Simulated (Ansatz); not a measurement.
Computed with Ansatz on PBE0-D4/def2-TZVP structures; ΔE is electronic, products minus reactants. CBS: MP2 limit from def2 TZ/QZ plus the TZ coupled-cluster correction, frozen cores. Double bonds are as drawn, so ΔE can hold a change between cis and trans. DFT in def2-TZVPP. For Ga outer-core shells are correlated without core-valence functions, which leaves a few kJ/mol of doubt a bond. Scalar relativity is left out up to krypton. Each species was taken in one conformer, which may not be the lowest.

Reaction (ligand exchange at the Si–C bond): `C/C([SiH3])=C\O` + `N[SiH2][GaH2]` → `[SiH3]N[SiH2][GaH2]` + `C/C=C/O`

CCSD(T)/CBS gives -63.1 kJ/mol.

(1) Another level gave -60.6 kJ/mol. Which?
A. LDA (SPW92)/def2-TZVPP
B. B97M-V/def2-TZVPP
C. PBE/def2-TZVPP
D. revPBE/def2-TZVPP

Largest T1 diagnostic among the species: 0.013.

## Answers

(1) B. B97M-V -60.6, LDA (SPW92) -65.7, PBE -53.8, revPBE -48.5 kJ/mol.

From BLYP to BHLYP (50 % exact exchange), in def2-TZVPP and without D4, ΔE moves by −7.6 kJ/mol. The D4 term adds −4.6 kJ/mol with B3LYP and −2.3 kJ/mol with PBE0; it sums over pairs of atoms, weighted by their polarisabilities, and B3LYP, whose exchange is more repulsive, gets the larger term. Leaving LDA and LC-ωPBE aside and taking each functional with its dispersion term where it has one, the values, not all of them listed here, spread over 10.9 kJ/mol, from BHLYP-D4 to revPBE-D4. LDA lies −12.0 kJ/mol from PBE without D4.

CCSD(T)/CBS has its own doubt, a few kJ/mol and more with outer-core shells, so smaller differences from it don't rank the levels.

B3LYP here is the variant with VWN-RPA as its local correlation; programs differ in this.
